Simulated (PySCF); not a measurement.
Input file for PySCF: R-BP86/6-31G* on CH5N (SMILES CN).

```python
from pyscf import gto, scf, dft, mp
from pyscf.data.elements import chemcore

mol = gto.M(
    atom='''
    C     0.38816788   -0.76914121    3.36725158
    N    -0.31008966    0.28887187    2.59839302
    H     1.45353446   -0.68458375    3.17108300
    H     0.03912694   -1.73448011    3.01094032
    H     0.19445082   -0.67100368    4.43434607
    H    -0.00889674    1.21176270    2.90284009
    H    -1.31442962    0.24194592    2.75407406
    ''',
    basis='6-31g*',
    cart=True,
    charge=0, spin=0, verbose=3, max_memory=1800)
mf = dft.RKS(mol, xc='b88,p86')
mf.conv_tol = 1e-8
mf.max_cycle = 100
mf.kernel()
if not mf.converged:
    mf = mf.newton().run(mf.mo_coeff, mf.mo_occ)
```

The log:

```
converged SCF energy = -95.8464227352918
```

The run converged.

Cost: around 2.0 core-seconds (rough).
